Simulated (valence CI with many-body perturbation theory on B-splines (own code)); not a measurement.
**Sensitivity of CI+MBPT for Ba24+**

Calculated by configuration interaction combined with many-body perturbation theory (CI+MBPT): four valence electrons over a frozen Dirac-Fock core [Ar] 3d10, a basis of 6 s, 6 p, 5 d, 3 f, 1 g functions for each j, with the one-electron correlation potential Σ1, the two-electron term Σ2, the three-electron term Σ3, Breit, model QED; selected CI, second order for the rest (own B-spline code, finite nucleus).

No measured spectrum was set against this ion. As an estimate, levels hold to about 250 cm⁻¹ or 0.2 % of their energy and the worst to 1 %, as in measured heavy ions of charge 2 to 7; those with d or f electrons hold less well.

The reference run has the lowest level (4s^2 4p1/2^2) J=0 and an ionisation energy of 809.824 eV. Its largest variational space holds 9999 state functions.

Levels are named by their leading jj configuration (3d3/2^4 stands for four electrons in 3d with j = 3/2), which in mixed levels can hold well under half, so a name can repeat and another be missing. Letters in brackets count levels of one name in rising energy.

Changed runs:
A. factor on the speed of light 1 → 100; QED terms on → off
B. orbitals per symmetry with explicit Σ2 and valence Breit (the others get mean screening factors) 5 → 2
C. QED terms on → off; three-electron term on → off
D. highest l in the core sums 6 → 2 (bad on purpose)

Excitation energies of the reference run in cm⁻¹, and shifts in cm⁻¹:

| Level | Reference | A | B | C | D |
| --- | --- | --- | --- | --- | --- |
| (4s^2 4p1/2 4p3/2) J=1 | 143353 | -143347 | +13 | -352 | -749 |
| (4s^2 4p1/2 4p3/2) J=2 | 164840 |  | +17 | -306 | -477 |
| (4s^2 4p3/2^2) J=2 | 324548 |  | +33 | -599 | -1097 |
| (4s^2 4p3/2^2) J=0 | 374683 | -289107 | +45 | -439 | -459 |
| (4s 4p1/2^2 4p3/2) J=2 | 571357 | -256442 | +1.1 | +2357 | -2875 |
| (4s 4p1/2^2 4p3/2) J=1 | 648409 | -238863 | +14 | +2406 | -266 |
| (4s 4p1/2 4p3/2^2) J=2 [a] | 710953 | -301407 | +13 | +2048 | -3028 |
| (4s 4p1/2 4p3/2^2) J=3 | 749404 | -339858 | +18 | +2036 | -2450 |
| (4s 4p1/2 4p3/2^2) J=0 | 793707 | -340514 | +35 | +2215 | -1465 |
| (4s 4p1/2 4p3/2^2) J=1 [a] | 811655 | -358461 | +31 | +2154 | -507 |
| (4s 4p1/2 4p3/2^2) J=2 [b] | 813141 |  | +17 | +1684 | -429 |
| (4s 4p1/2 4p3/2^2) J=1 [b] | 857766 | -307599 | +38 | +2401 | +4867 |
| Ionisation energy (eV) | 809.824 | -21.035 | +0.017 | +0.082 | -0.430 |

A blank means that the level has no clear partner in that run.
